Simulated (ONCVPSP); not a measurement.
## Transferability test, ONCV potential for molybdenum (Mo)

Mo, optimised norm-conserving Vanderbilt (ONCV), made with ONCVPSP 4.0.1 (PBEsol, scalar-relativistic). Core [Ar] 3d10, reference 4s2 4p6 4d4 (charge +2). Waves: 4s: rc 1.65 bohr, ncon 3, nbas 6, qcut 6.5 1/bohr, 2 projectors, debl 3.8 Ha; 4p: rc 1.50 bohr, ncon 4, nbas 7, qcut 10 1/bohr, 2 projectors, debl 1.4 Ha; 4d: rc 1.70 bohr, ncon 5, nbas 10, qcut 5.4 1/bohr, 2 projectors, debl 0.7 Ha. Local part: polynomial inside 1.15 bohr (lpopt 5, dvloc0 3 Ha). Core correction: Teter function, fcfact 2.75, rcfact 1.1.

In the p channel the program set the typed energies aside and used -2.084, 0.250 Ha. In the d channel the program set the typed energies aside and used -0.765, 0.250 Ha.

Energies are relative to the spin-unpolarised reference configuration 4s2 4p6 4d4; without spin polarisation the order of configurations can differ from experiment.

```csv
valence configuration,charge,ΔE all-electron (eV),error AE − PS (meV)
4s2 4p6 4d5 5s1,0,-22.360,+3.4
4s2 4p6 4d5,+1,-15.455,+0.4
4s2 4p6 4d4 5s1,+1,-14.276,+3.3
```

Problem. What are ΔE and the potential's error for 4s2 4p6 4d3?

Solution. ΔE = 26.725 eV all-electron; the error (AE − PS) is +2.1 meV.

Levels in the configuration 4s2 4p6 4d5 5s1:

```json
{"level": "4s", "all-electron (eV)": "-64.302", "pseudo (eV)": "-64.288"}
{"level": "4p", "all-electron (eV)": "-38.456", "pseudo (eV)": "-38.453"}
{"level": "4d", "all-electron (eV)": "-3.769", "pseudo (eV)": "-3.769"}
{"level": "5s", "all-electron (eV)": "-4.119", "pseudo (eV)": "-4.120"}
```
